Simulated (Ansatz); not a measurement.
Wavefunction ladder for `S[CH2][GeH3]`

```xyz
9

S    -1.207   -1.394   -0.972
C    -0.646   -0.481    0.485
Ge    0.939    0.618    0.123
H    -1.281   -0.349   -1.813
H    -0.385   -1.242    1.222
H    -1.455    0.119    0.904
H     1.323    1.441    1.368
H     0.607    1.578   -1.034
H     2.107   -0.290   -0.283
```

Total charge 0; spin multiplicity 1. Correlated methods include outer-core shells of Ge, which these sets cover unevenly. Scalar relativity is left out up to krypton. All single points use the PBE0-D4/def2-TZVP geometry. It is one conformer, not always the lowest. Frozen core, restricted reference, Ansatz 0.2.0.

```json
{"basis": "def2-SVP", "HF (Eh)": "-2513.82442", "MP2 corr.": "-0.51728", "CCSD corr.": "?", "(T)": "-0.01594", "CCSD(T) total": "?"}
{"basis": "def2-TZVPP", "HF (Eh)": "?", "MP2 corr.": "?", "CCSD corr.": "?", "(T)": "-0.02615", "CCSD(T) total": "?"}
{"basis": "def2-QZVPP", "HF (Eh)": "-2514.32902", "MP2 corr.": "-0.91543", "CCSD corr.": "–", "(T)": "–", "CCSD(T) total": "–"}
```

Fill in the withheld values. (Best estimate.)

Computed: def2-SVP CCSD corr.: -0.55717; def2-SVP CCSD(T) total: -2514.39753; def2-TZVPP HF (Eh): -2514.27337; def2-TZVPP MP2 corr.: -0.62450; def2-TZVPP CCSD corr.: -0.66577; def2-TZVPP CCSD(T) total: -2514.96529.
